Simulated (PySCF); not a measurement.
CH4AlClO2, singlet, geometry from GFN2-xTB (such geometries of metal compounds can be far from the true shape). Base run: PySCF with PBE/6-31G, polarisability.

Here is a job for PySCF.
```python
from pyscf import gto, scf, dft
from pyscf.prop import polarizability

mol = gto.M(
    atom='''
Al    0.150632    0.332831    0.168855
Cl   -0.313371   -0.812963    1.775116
O     0.813790    1.832270    0.309803
H     1.162525    2.600880    0.734992
O    -0.181570   -0.339060   -1.299438
C    -0.304939   -0.541399   -2.676911
H     0.273120   -1.422291   -2.967428
H    -1.356200   -0.705511   -2.926792
H     0.061522    0.323209   -3.234311
''',
    basis='6-31g',
    charge=0,
    spin=0,
    verbose=4,
)

mf = dft.RKS(mol)
mf.xc = 'pbe'
mf.kernel()
alpha = mf.Polarizability().polarizability()[2, 2]
print('alpha_zz =', alpha)
```

Variants of this job, named by their change:

```
change                                         alpha_zz (bohr³)  basis functions  core-seconds (rough)
---------------------------------------------  ----------------  ---------------  --------------------
base                                                      53.90               61                    10
basis = 6-31G*                                       (withheld)       (withheld)                    20
finite field (a.u.) = 2e-4; conv_tol = 1e-6               57.02               61                     7
functional = hf                                           40.64               61                     2
finite field (a.u.) = 0.02; conv_tol = 1e-11              54.33               61                    10
functional = camb3lyp                                (withheld)               61                    30
functional = pbe0                                         49.16               61                    10
basis = STO-3G                                            35.76               37                     6
basis = 6-31+G*                                           61.06              106                    30
finite field (a.u.) = 0.005; conv_tol = 1e-11             53.93               61                    20
basis = cc-pVDZ                                           58.37               98                    20
functional = lda,vwn                                      54.37               61                     6
```

### Question
Some entries are withheld; supply them.

### Answer

- basis = 6-31G*, alpha_zz (bohr³): 55.53
- basis = 6-31G*, basis functions: 86
- functional = camb3lyp, alpha_zz (bohr³): 47.88

Finite-field rows take the second difference of the energy in a field along z; a small field with loose convergence shows SCF noise divided by the square of the field, and a large one adds hyperpolarisability.
